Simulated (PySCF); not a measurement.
C$_{2}$H$_{8}$N, charge +1, singlet, geometry from GFN2-xTB; DF-TPSS/cc-pVTZ (PySCF).

The PySCF input:
```python
from pyscf import gto, scf, dft

mol = gto.Mole()
mol.atom = '''
    C     1.242363   -0.397501   -0.003229
    C     0.104878    0.602170    0.010315
    N    -1.207868   -0.122818   -0.005342
    H     2.189650    0.133330    0.008197
    H     1.215410   -1.041569    0.872132
    H     1.220246   -1.012061   -0.899685
    H     0.148359    1.250307   -0.865745
    H     0.143518    1.220773    0.907695
    H    -1.274177   -0.738352    0.816913
    H    -1.269633   -0.710625   -0.847987
    H    -2.001747    0.529910    0.003362
'''
mol.basis = 'cc-pvtz'
mol.charge = 1
mol.spin = 0
mol.verbose = 4
mol.build()

mf = dft.RKS(mol)
mf.xc = 'tpss'
mf = mf.density_fit(auxbasis='def2-universal-jkfit')
mf.kernel()
mf.analyze()
```

The log (banner, timings and long lists left out):

```
PySCF version 2.14.0

[INPUT] verbose = 4
[INPUT] num. atoms = 11
[INPUT] num. electrons = 26
[INPUT] charge = 1
[INPUT] spin (= nelec alpha-beta = 2S) = 0
[INPUT] symmetry False subgroup None
[INPUT] Mole.unit = angstrom
[INPUT] Symbol           X                Y                Z      unit          X                Y                Z       unit  Magmom
[INPUT]  1 C      1.242363000000  -0.397501000000  -0.003229000000 AA    2.347725817293  -0.751168024241  -0.006101925656 Bohr   0.0
[INPUT]  2 C      0.104878000000   0.602170000000   0.010315000000 AA    0.198190696492   1.137936380429   0.019492524975 Bohr   0.0
[INPUT]  3 N     -1.207868000000  -0.122818000000  -0.005342000000 AA   -2.282539714626  -0.232092383167  -0.010094916957 Bohr   0.0
[INPUT]  4 H      2.189650000000   0.133330000000   0.008197000000 AA    4.137838808654   0.251957184188   0.015490085043 Bohr   0.0
[INPUT]  5 H      1.215410000000  -1.041569000000   0.872132000000 AA    2.296792029058  -1.968280149837   1.648090624469 Bohr   0.0
[INPUT]  6 H      1.220246000000  -1.012061000000  -0.899685000000 AA    2.305930744596  -1.912518111353  -1.700158248379 Bohr   0.0
[INPUT]  7 H      0.148359000000   1.250307000000  -0.865745000000 AA    0.280357878114   2.362737801627  -1.636020943712 Bohr   0.0
[INPUT]  8 H      0.143518000000   1.220773000000   0.907695000000 AA    0.271209713945   2.306926630264   1.715294954637 Bohr   0.0
[INPUT]  9 H     -1.274177000000  -0.738352000000   0.816913000000 AA   -2.407845564220  -1.395283063525   1.543741837597 Bohr   0.0
[INPUT] 10 H     -1.269633000000  -0.710625000000  -0.847987000000 AA   -2.399258648710  -1.342886627269  -1.602463187192 Bohr   0.0
[INPUT] 11 H     -2.001747000000   0.529910000000   0.003362000000 AA   -3.782753600670   1.001384770668   0.006353259231 Bohr   0.0

nuclear repulsion = 90.3862240085712
number of shells = 75
number of NR pGTOs = 254
number of NR cGTOs = 202
basis = cc-pvtz
ecp = {}

******** <class 'pyscf.df.df_jk.DFRKS'> ********
method = DFRKS
initial guess = minao
damping factor = 0
level_shift factor = 0
DIIS = <class 'pyscf.scf.diis.CDIIS'>
diis_start_cycle = 1
diis_space = 8
diis_damp = 0
SCF conv_tol = 1e-09
SCF conv_tol_grad = None
SCF max_cycles = 50
direct_scf = False
XC library pyscf.dft.libxc version 7.1.2
    S. Lehtola, C. Steigemann, M. J. T. Oliveira, and M. A. L. Marques,  SoftwareX 7, 1–5 (2018)
XC functionals = tpss
    J. Tao, J. P. Perdew, V. N. Staroverov, and G. E. Scuseria,  Phys. Rev. Lett. 91, 146401 (2003)
    J. P. Perdew, J. Tao, V. N. Staroverov, and G. E. Scuseria,  J. Chem. Phys. 120, 6898 (2004)
    J. Tao, J. P. Perdew, V. N. Staroverov, and G. E. Scuseria,  Phys. Rev. Lett. 91, 146401 (2003)
    J. P. Perdew, J. Tao, V. N. Staroverov, and G. E. Scuseria,  J. Chem. Phys. 120, 6898 (2004)
radial grids:
    Treutler-Ahlrichs [JCP 102, 346 (1995); DOI:10.1063/1.469408] (M4) radial grids

becke partition: Becke, JCP 88, 2547 (1988); DOI:10.1063/1.454033
pruning grids: <function nwchem_prune>
grids dens level: 3
symmetrized grids: False
atomic radii adjust function: <function treutler_atomic_radii_adjust>
small_rho_cutoff = 0
Set gradient conv threshold to 3.16228e-05
Initial guess from minao.
tot grids = 120608
init E= -135.835449009637
  HOMO = -0.38422940889637  LUMO = -0.0201487940162757  gap/eV = 9.90714
cycle= 1 E= -135.572272326524  delta_E= 0.263  |g|= 0.365  |ddm|= 1.86
  HOMO = -0.461233817622857  LUMO = -0.221499306506933  gap/eV = 6.52351
cycle= 2 E= -135.556514571103  delta_E= 0.0158  |g|= 0.442  |ddm|= 0.591
  HOMO = -0.518805836498625  LUMO = -0.210339168975931  gap/eV = 8.39381
cycle= 3 E= -135.608288485018  delta_E= -0.0518  |g|= 0.0571  |ddm|= 0.302
  HOMO = -0.517720442694134  LUMO = -0.207591357770006  gap/eV = 8.43904
cycle= 4 E= -135.60885456718  delta_E= -0.000566  |g|= 0.0229  |ddm|= 0.0343
  HOMO = -0.516572192699632  LUMO = -0.205987376642939  gap/eV = 8.45144
cycle= 5 E= -135.608943232299  delta_E= -8.87e-05  |g|= 0.00821  |ddm|= 0.0125
  HOMO = -0.516508822012339  LUMO = -0.206516140698081  gap/eV = 8.43533
cycle= 6 E= -135.608957958042  delta_E= -1.47e-05  |g|= 0.000989  |ddm|= 0.00417
  HOMO = -0.516422525262588  LUMO = -0.206545618646111  gap/eV = 8.43218
cycle= 7 E= -135.608958210567  delta_E= -2.53e-07  |g|= 0.000203  |ddm|= 0.000777
  HOMO = -0.516458942486363  LUMO = -0.206556707349595  gap/eV = 8.43287
cycle= 8 E= -135.608958221006  delta_E= -1.04e-08  |g|= 4.79e-05  |ddm|= 0.000161
  HOMO = -0.516458725598827  LUMO = -0.206553416230189  gap/eV = 8.43295
cycle= 9 E= -135.608958221422  delta_E= -4.16e-10  |g|= 2.34e-05  |ddm|= 3.5e-05
  HOMO = -0.516460149006939  LUMO = -0.206553972482801  gap/eV = 8.43298
Extra cycle  E= -135.608958221301  delta_E= 1.21e-10  |g|= 3.25e-05  |ddm|= 2.81e-05
converged SCF energy = -135.608958221301
**** SCF Summaries ****
Total Energy =                        -135.608958221301322
Nuclear Repulsion Energy =              90.386224008571247
One-electron Energy =                 -353.772347173766946
Two-electron Energy =                  127.777164943894377
Two-electron Coulomb Energy =          148.336181247489037
DFT Exchange-Correlation Energy =      -20.559016303594653
HOMO-LUMO gap [eV] =                     8.432976599380563
**** MO energy ****
MO #1   energy= -14.4372955337565  occ= 2
MO #2   energy= -10.2436249131067  occ= 2
MO #3   energy= -10.1680195849641  occ= 2
MO #4   energy= -1.15347875130041  occ= 2
MO #5   energy= -0.912134548864161 occ= 2
MO #6   energy= -0.793539593635581 occ= 2
MO #7   energy= -0.75281960246808  occ= 2
MO #8   energy= -0.742769870381305 occ= 2
MO #9   energy= -0.655775874035982 occ= 2
MO #10  energy= -0.603651529801954 occ= 2
MO #11  energy= -0.54414821585973  occ= 2
MO #12  energy= -0.53156639940939  occ= 2
MO #13  energy= -0.516460149006939 occ= 2
MO #14  energy= -0.206553972482801 occ= 0
MO #15  energy= -0.145047767235911 occ= 0
MO #16  energy= -0.144973285792513 occ= 0
MO #17  energy= -0.128774033554183 occ= 0
MO #18  energy= -0.0876137125166042 occ= 0
MO #19  energy= -0.080533280389451 occ= 0
MO #20  energy= -0.0780535635581989 occ= 0
MO #21  energy= -0.0533172412943179 occ= 0
 ** Mulliken pop on meta-lowdin orthogonal AOs  **
 ** Mulliken pop  **
 ** Mulliken atomic charges  **
charge of    0C =     -0.33521
charge of    1C =     -0.08828
charge of    2N =     -0.19612
charge of    3H =      0.16124
charge of    4H =      0.12833
charge of    5H =      0.12834
charge of    6H =      0.14975
charge of    7H =      0.14975
charge of    8H =      0.29985
charge of    9H =      0.29985
charge of   10H =      0.30249

WARN: System has nonzero charge 1; the dipole moment is origin-dependent.
Location of origin: [0. 0. 0.]

Dipole moment(X, Y, Z, Debye): -3.76503, -0.26570, -0.01472
```
